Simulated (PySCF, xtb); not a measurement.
C3H7NOSi, SMILES N(CC#C)[SiH2]O. One conformer was computed; it need not be the lowest.

Harmonic wavenumbers (cm⁻¹) from GFN2-xTB (xtb) at its own minimum, in rising order: 52, 80, 138, 201, 262, 288, 310, 450, 515, 550, 597, 638, 666, 755, 805, 823, 857, 909, 956, 985, 1148, 1164, 1295, 1367, 1449, 2224, 2266, 2287, 2819, 2951, 3394, 3432, 3678.

Problem. What does PySCF 2.14.0 with PBE-D3(BJ)/def2-SVP give at its own minimum? (The exact figures need the calculation; the answer reports its results.)

Solution. 59, 76, 183, 226, 279, 319, 356, 499, 563, 624, 640, 661, 737, 761, 825, 881, 908, 913, 927, 943, 1100, 1187, 1302, 1356, 1381, 2147, 2154, 2218, 2951, 2994, 3402, 3482, 3718. Paired by order, the mean absolute difference is 42 cm⁻¹ and the zero-point energies are 57.6 and 58.3 kcal/mol.
